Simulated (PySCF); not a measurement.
## CH9ClGe2Si: core ionisation energies

Species: CH9ClGe2Si.
Structure used (PBE0-D3(BJ)/def2-SVP), in Å, numbered top down from 1:
```
atom  x, y, z in Å
Si1   -2.2923    0.7242    0.1536
Ge2   -0.8528   -1.1432    0.5144
Ge3    1.2546   -0.8950   -0.6531
C4     2.1282    0.7555   -0.0164
Cl5    1.0207    2.1469   -0.2203
H6    -1.9367    1.8376    1.0802
H7    -3.7072    0.3128    0.4169
H8    -2.1879    1.1858   -1.2625
H9    -1.5312   -2.4426    0.0330
H10   -0.5564   -1.3008    2.0212
H11    2.2132   -2.0786   -0.3947
H12    1.0301   -0.7512   -2.1701
H13    2.3829    0.6836    1.0497
H14    3.0450    0.9709   -0.5822
```

Level of theory: delta-SCF UKS SCAN, pcX-2 on the ionised atom, pcseg-1 elsewhere, spin-free X2C in PySCF 2.14.0. Binding energies are ΔSCF values: E(core-ionised, relaxed orbitals) − E(ground state) at a fixed geometry, referred to the vacuum level.

**Question.** What binding energy does each computed site have?

**Answer.** 
```json
{"atom(s)": "Si1", "environment": "SiH3 silicon", "level": "Si 2p3/2", "binding energy (eV)": "106.42", "2p1/2 (eV)": "107.04", "count": "1"}
{"atom(s)": "Cl5", "environment": "alkyl chlorine", "level": "Cl 2p3/2", "binding energy (eV)": "205.91", "2p1/2 (eV)": "207.56", "count": "1"}
{"atom(s)": "C4", "environment": "sp3 C–Cl carbon", "level": "C 1s", "binding energy (eV)": "291.77", "2p1/2 (eV)": "–", "count": "1"}
{"atom(s)": "Si1", "environment": "SiH3 silicon", "level": "Si 1s", "binding energy (eV)": "1846.14", "2p1/2 (eV)": "–", "count": "1"}
{"atom(s)": "Cl5", "environment": "alkyl chlorine", "level": "Cl 1s", "binding energy (eV)": "2828.52", "2p1/2 (eV)": "–", "count": "1"}
```

**Question.** Which effective nuclear charge Zeff reproduces each element's mean 1s value in the hydrogen-like formula E = 13.606 eV × Zeff²?

**Answer.** C (Z = 6): mean 291.8 eV, Zeff = 4.63, Z − Zeff = 1.37; Si (Z = 14): mean 1846.1 eV, Zeff = 11.65, Z − Zeff = 2.35; Cl (Z = 17): mean 2828.5 eV, Zeff = 14.42, Z − Zeff = 2.58. Means run over the listed sites, weighted by atom count.

**Question.** What is the longest wavelength that can ionise Si 2p3/2 of Si1 vertically?

**Answer.** λ = hc/E = 12398.42 eV Å / 106.42 eV = 116.505 Å.

Spin–orbit and ligand-field terms were added within each 2p shell after the spin-free SCF. 2p1/2 minus 2p3/2 (ligand field included): Si 0.62 eV, Cl 1.65 eV. No level of germanium is listed. Isolated species at its PBE0-D3(BJ)/def2-SVP geometry (one conformer only).
